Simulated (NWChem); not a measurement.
System: NaOH; SMILES [OH][Na]

NWChem input:

```
start job
memory heap 200 mb stack 900 mb global 1100 mb
geometry units angstroms noautoz
  Na    -0.066236    -0.954143     0.000000
  O      0.132760     0.964550     0.000000
  H      0.230877     1.910607     0.000000
end
basis spherical
  * library aug-cc-pvtz
end
dft
  xc xpbe96 cpbe96
  iterations 150
  mulliken
end
task dft gradient
```

Excerpt of the output:

```
             Northwest Computational Chemistry Package (NWChem) 7.3.0
             --------------------------------------------------------

 ORDER OF PRIMARY AXIS IS BEING SET TO 4
 C4V symmetry detected

                             Geometry "geometry" -> ""
                             -------------------------

 Output coordinates in angstroms (scale by  1.889725989 to convert to a.u.)

  No.       Tag          Charge          X              Y              Z
 ---- ---------------- ---------- -------------- -------------- --------------
    1 Na                  11.0000     0.00000000     0.00000000    -0.91559971
    2 O                    8.0000     0.00000000     0.00000000     1.01338506
    3 H                    1.0000     0.00000000     0.00000000     1.96451638

 Effective nuclear repulsion energy (a.u.)      30.6129985209

      Symmetry information
      --------------------

 Group name             C4v
 Group number             18
 Group order               8
 No. of unique centers     3

  pbe96 is a nonlocal functional; adding pw91lda local functional.

                                 NWChem DFT Module
                                 -----------------

 Summary of "ao basis" -> "ao basis" (spherical)
 ------------------------------------------------------------------------------
       Tag                 Description            Shells   Functions and Types
 ---------------- ------------------------------  ------  ---------------------
 Na                       aug-cc-pvtz               16       50   6s5p3d2f
 O                        aug-cc-pvtz               14       46   5s4p3d2f
 H                        aug-cc-pvtz                9       23   4s3p2d

      Symmetry analysis of basis
      --------------------------

        a1         39
        a2          0
        b1         12
        b2         12
        e          56

            General Information
            -------------------
          SCF calculation type: DFT
          Wavefunction type:  closed shell.
          No. of atoms     :     3
          No. of electrons :    20
           Alpha electrons :    10
            Beta electrons :    10
          Charge           :     0
          Spin multiplicity:     1
          Use of symmetry is: on ; symmetry adaption is: on
          Maximum number of iterations: 150
          AO basis - number of functions:   119
                     number of shells:    39
          Convergence on energy requested:  1.00D-06
          Convergence on density requested:  1.00D-05
          Convergence on gradient requested:  5.00D-04

              XC Information
              --------------
          PerdewBurkeErnzerhof Exchange Functional  1.000
            Perdew 1991 LDA Correlation Functional  1.000 local
           PerdewBurkeErnz. Correlation Functional  1.000 non-local

             Grid Information
             ----------------
          Grid used for XC integration:  medium
          Radial quadrature: Mura-Knowles
          Angular quadrature: Lebedev.
          Tag              B.-S. Rad. Rad. Pts. Rad. Cut. Ang. Pts.
          ---              ---------- --------- --------- ---------
          Na                  1.80       88          19.0       434
          O                   0.60       49          13.0       434
          H                   0.35       45          18.0       434
          Grid pruning is: on
          Number of quadrature shells:   182
          Spatial weights used:  Erf1

      Superposition of Atomic Density Guess
      -------------------------------------

 Sum of atomic energies:        -237.13908206

      Non-variational initial energy
      ------------------------------

 Total energy =    -237.039538
 1-e energy   =    -392.005797
 2-e energy   =     124.353260
 HOMO         =      -0.475771
 LUMO         =      -0.058741

      Symmetry analysis of molecular orbitals - initial
      -------------------------------------------------

 !! scf_movecs_sym_adapt:   24 vectors were symmetry contaminated

  Symmetry fudging

 !! scf_movecs_sym_adapt:   20 vectors were symmetry contaminated

  Numbering of irreducible representations:

     1 a1          2 a2          3 b1          4 b2          5 e

  Orbital symmetries:

     1 a1          2 a1          3 a1          4 a1          5 e
     6 e           7 a1          8 a1          9 e          10 e
    11 a1         12 a1         13 e          14 e          15 a1
    16 a1         17 e          18 e          19 a1         20 e

     ---------------------------------------------
      Total Density - Mulliken Population Analysis
     ---------------------------------------------

    Atom       Charge   Shell Charges
 -----------   ------   -------------------------------------------------------
    1 Na  11     9.88   2.00  1.57 -0.03  0.42  0.00  0.00  5.98 -0.03 -0.00 -0.00  0.00 -0.01 -0.00  0.00 -0.01  0.00
    2 O    8     9.49   1.95  1.05  0.25  0.66  0.10  1.47  2.45  1.48  0.08  0.00  0.00 -0.01  0.00  0.00
    3 H    1     0.63   0.21  0.32  0.03 -0.00  0.02  0.04  0.00  0.01  0.00

 Warning: spatial symmetry breaking: alpha =  5.02D-01

   convergence    iter        energy       DeltaE   RMS-Dens  Diis-err
 ---------------- ----- ----------------- --------- --------- ---------
 d= 0,ls=0.0,diis     1   -237.8364690685 -2.68D+02  2.50D-02  1.16D+00
 Warning: spatial symmetry breaking: alpha =  3.90D-01
 d= 0,ls=0.5,diis     2   -233.1390847595  4.70D+00  5.75D-03  1.44D+01
 Warning: spatial symmetry breaking: alpha =  2.13D-01
 d= 0,ls=0.5,diis     3   -234.6379877473 -1.50D+00  4.46D-03  9.43D+00
 Warning: spatial symmetry breaking: alpha =  1.15D-01
 d= 0,ls=0.5,diis     4   -235.9539819574 -1.32D+00  3.21D-03  5.83D+00
 Warning: spatial symmetry breaking: alpha =  1.44D-01
 d= 0,ls=0.5,diis     5   -236.5867554080 -6.33D-01  2.46D-03  3.47D+00
 Warning: spatial symmetry breaking: alpha =  1.68D-01
 d= 0,ls=0.5,diis     6   -236.9722968336 -3.86D-01  2.49D-03  1.81D+00
 Warning: spatial symmetry breaking: alpha =  1.86D-01
 d= 0,ls=0.5,diis     7   -237.1927553751 -2.20D-01  2.13D-03  8.01D-01
 Warning: spatial symmetry breaking: alpha =  1.08D-02
 d= 0,ls=0.5,diis     8   -237.3054001913 -1.13D-01  1.59D-02  3.13D-01
 Warning: spatial symmetry breaking: alpha =  5.46D-03
 d= 0,ls=0.5,diis     9   -237.6323971944 -3.27D-01  1.15D-03  3.34D+00
 Warning: spatial symmetry breaking: alpha =  3.16D-03
 d= 0,ls=0.5,diis    10   -237.6995458287 -6.71D-02  1.66D-03  2.55D+00
 Warning: spatial symmetry breaking: alpha =  1.99D-03
 d= 0,ls=0.5,diis    11   -237.8087236445 -1.09D-01  1.24D-03  1.41D+00
 Warning: spatial symmetry breaking: alpha =  1.33D-03
 d= 0,ls=0.5,diis    12   -237.8756720502 -6.69D-02  9.03D-04  7.86D-01
  Resetting Diis
 Warning: spatial symmetry breaking: alpha =  9.25D-04
 d= 0,ls=0.5,diis    13   -237.9117764111 -3.61D-02  6.99D-04  4.66D-01
 Warning: spatial symmetry breaking: alpha =  8.21D-04
 d= 0,ls=0.5,diis    14   -237.9322095085 -2.04D-02  2.89D-03  2.97D-01
 Warning: spatial symmetry breaking: alpha =  6.76D-04
 d= 0,ls=0.5,diis    15   -237.9425430062 -1.03D-02  1.51D-03  3.65D-01
 Warning: spatial symmetry breaking: alpha =  5.43D-04
 d= 0,ls=0.5,diis    16   -237.9610863716 -1.85D-02  5.94D-04  9.25D-02
 Warning: spatial symmetry breaking: alpha =  4.28D-04
 d= 0,ls=0.5,diis    17   -237.9672220432 -6.14D-03  2.84D-04  2.17D-02
 Warning: spatial symmetry breaking: alpha =  3.36D-04
 d= 0,ls=0.5,diis    18   -237.9688544195 -1.63D-03  1.57D-04  5.02D-03
 Warning: spatial symmetry breaking: alpha =  2.62D-04
 d= 0,ls=0.5,diis    19   -237.9692832594 -4.29D-04  9.33D-05  1.15D-03
 Warning: spatial symmetry breaking: alpha =  2.05D-04
 d= 0,ls=0.5,diis    20   -237.9693985764 -1.15D-04  6.25D-05  2.48D-04
 Warning: spatial symmetry breaking: alpha =  1.60D-04
 d= 0,ls=0.5,diis    21   -237.9694287567 -3.02D-05  4.65D-05  6.10D-05
 Warning: spatial symmetry breaking: alpha =  1.25D-04
 d= 0,ls=0.5,diis    22   -237.9694383814 -9.62D-06  3.49D-05  1.52D-05
 d= 0,ls=0.5,diis    23   -237.9694418417 -3.46D-06  2.50D-05  3.89D-06
 d= 0,ls=0.5,diis    24   -237.9694432679 -1.43D-06  1.76D-05  1.09D-06
 d= 0,ls=0.5,diis    25   -237.9694439237 -6.56D-07  1.16D-05  5.33D-07
 d= 0,ls=0.5,diis    26   -237.9694442752 -3.52D-07  7.80D-06  3.10D-07

         Total DFT energy =     -237.969444470244
      One electron energy =     -394.489202690391
           Coulomb energy =      149.156115975064
    Exchange-Corr. energy =      -23.249356275790
 Nuclear repulsion energy =       30.612998520873

 Numeric. integr. density =       20.000004555552

                  Occupations of the irreducible representations
                  ----------------------------------------------

                     irrep           alpha         beta
                     --------     --------     --------
                     a1                6.0          6.0
                     a2                0.0          0.0
                     b1                0.0          0.0
                     b2                0.0          0.0
                     e                 4.0          4.0

                       DFT Final Molecular Orbital Analysis
                       ------------------------------------

 Vector    8  Occ=2.000000D+00  E=-2.876604D-01  Symmetry=a1
              MO Center= -4.6D-16, -1.3D-17,  1.0D+00, r^2= 8.9D-01
   Bfn.  Coefficient  Atom+Function         Bfn.  Coefficient  Atom+Function
  ----- ------------  ---------------      ----- ------------  ---------------
    61      0.319146  2 O  pz                58      0.298318  2 O  pz
    54     -0.284403  2 O  s                 98      0.266984  3 H  s
    64      0.232621  2 O  pz                55     -0.168492  2 O  s
    52     -0.163263  2 O  s                 97      0.158732  3 H  s
     9      0.137658  1 Na pz                99      0.125868  3 H  s

 Vector    9  Occ=2.000000D+00  E=-1.392490D-01  Symmetry=e
              MO Center=  2.1D-15, -7.6D-16,  1.0D+00, r^2= 1.0D+00
   Bfn.  Coefficient  Atom+Function         Bfn.  Coefficient  Atom+Function
  ----- ------------  ---------------      ----- ------------  ---------------
    59      0.388183  2 O  px                56      0.331259  2 O  px
    62      0.328597  2 O  px                60     -0.107705  2 O  py
    65      0.098585  2 O  px                57     -0.091911  2 O  py
    63     -0.091173  2 O  py                10      0.050197  1 Na px
   107      0.036346  3 H  px               104      0.027517  3 H  px

 Vector   10  Occ=2.000000D+00  E=-1.392489D-01  Symmetry=e
              MO Center=  1.1D-15,  5.2D-15,  1.0D+00, r^2= 1.0D+00
   Bfn.  Coefficient  Atom+Function         Bfn.  Coefficient  Atom+Function
  ----- ------------  ---------------      ----- ------------  ---------------
    60      0.388198  2 O  py                57      0.331271  2 O  py
    63      0.328614  2 O  py                59      0.107710  2 O  px
    66      0.098612  2 O  py                56      0.091915  2 O  px
    62      0.091177  2 O  px                11      0.050171  1 Na py
   108      0.036337  3 H  py               105      0.027515  3 H  py

 Vector   11  Occ=0.000000D+00  E=-6.713677D-02  Symmetry=a1
              MO Center=  4.6D-15,  8.4D-16, -1.8D+00, r^2= 5.6D+00
   Bfn.  Coefficient  Atom+Function         Bfn.  Coefficient  Atom+Function
  ----- ------------  ---------------      ----- ------------  ---------------
     3      0.792920  1 Na s                 55     -0.426105  2 O  s
     5      0.408323  1 Na s                 18     -0.172792  1 Na pz
    12     -0.114740  1 Na pz                 4     -0.104228  1 Na s
    64      0.087485  2 O  pz                99      0.085009  3 H  s
    29      0.073811  1 Na d  0              54     -0.069672  2 O  s

 Vector   12  Occ=0.000000D+00  E=-1.340628D-03  Symmetry=e
              MO Center=  7.3D-14,  2.4D-13, -1.6D+00, r^2= 2.7D+01
   Bfn.  Coefficient  Atom+Function         Bfn.  Coefficient  Atom+Function
  ----- ------------  ---------------      ----- ------------  ---------------
    20      0.506904  1 Na py                14      0.308467  1 Na py
    17      0.214965  1 Na py                33     -0.161242  1 Na d -1
    19      0.140646  1 Na px                11      0.111183  1 Na py
    13      0.085587  1 Na px                63     -0.064305  2 O  py
    16      0.059644  1 Na px                60     -0.058679  2 O  py

 Vector   13  Occ=0.000000D+00  E=-1.340574D-03  Symmetry=e
              MO Center=  1.8D-13, -5.1D-14, -1.6D+00, r^2= 2.7D+01
   Bfn.  Coefficient  Atom+Function         Bfn.  Coefficient  Atom+Function
  ----- ------------  ---------------      ----- ------------  ---------------
    19      0.506905  1 Na px                13      0.308462  1 Na px
    16      0.214962  1 Na px                35      0.161244  1 Na d  1
    20     -0.140646  1 Na py                10      0.111171  1 Na px
    14     -0.085586  1 Na py                62     -0.064382  2 O  px
    17     -0.059643  1 Na py                59     -0.058770  2 O  px

     ---------------------------------------------
      Total Density - Mulliken Population Analysis
     ---------------------------------------------

    Atom       Charge   Shell Charges
 -----------   ------   -------------------------------------------------------
    1 Na  11    10.13   2.00  1.55 -0.02  0.44 -0.01  0.00  6.17 -0.08  0.03  0.01 -0.00  0.02  0.01  0.01 -0.00  0.01
    2 O    8     8.99   1.94  0.97  0.25  0.69  0.10  1.30  2.02  1.45  0.26  0.00  0.01 -0.00  0.00  0.00
    3 H    1     0.89   0.27  0.42  0.04 -0.00  0.02  0.06  0.08  0.01 -0.00

     -------------------------------------------
      Total Density - Lowdin Population Analysis
     -------------------------------------------

    Atom       Charge   Shell Charges
 -----------   ------   -------------------------------------------------------
    1 Na  11    10.53   1.98  1.30  0.06  0.64  0.02  0.00  5.47  0.46  0.11  0.01  0.00  0.17  0.10  0.01  0.13  0.07
    2 O    8     7.69   1.57  0.72  0.45  0.34  0.10  1.23  1.80  1.07  0.26  0.00  0.01  0.11  0.00  0.03
    3 H    1     1.78   0.25  0.31  0.10  0.01  0.06  0.36  0.31  0.08  0.30

     Multipole analysis of the density
     ---------------------------------

     L   x y z        total         alpha         beta         nuclear
     -   - - -        -----         -----         ----         -------
     0   0 0 0     -0.000000    -10.000000    -10.000000     20.000000

     1   1 0 0     -0.000000     -0.000000     -0.000000      0.000000
     1   0 1 0     -0.000000     -0.000000     -0.000000      0.000000
     1   0 0 1     -2.590570     -1.295285     -1.295285     -0.000000

     2   2 0 0     -9.879652     -4.939826     -4.939826      0.000000
     2   1 1 0      0.000000      0.000000      0.000000      0.000000
     2   1 0 1     -0.000000     -0.000000     -0.000000      0.000000
     2   0 2 0     -9.879652     -4.939826     -4.939826      0.000000
     2   0 1 1     -0.000000     -0.000000     -0.000000      0.000000
     2   0 0 2     -4.962781    -40.506922    -40.506922     76.051064

[...]

                         DFT ENERGY GRADIENTS

    atom               coordinates                        gradient
                 x          y          z           x          y          z
   1 Na      0.000000   0.000000  -1.730233    0.000000   0.000000   0.007303
   2 O       0.000000   0.000000   1.915020    0.000000   0.000000   0.004100
   3 H       0.000000   0.000000   3.712398    0.000000   0.000000  -0.011404
```

Level: PBE/aug-cc-pVTZ. The geometry was optimised at PBE0-D3(BJ)/def2-TZVP.
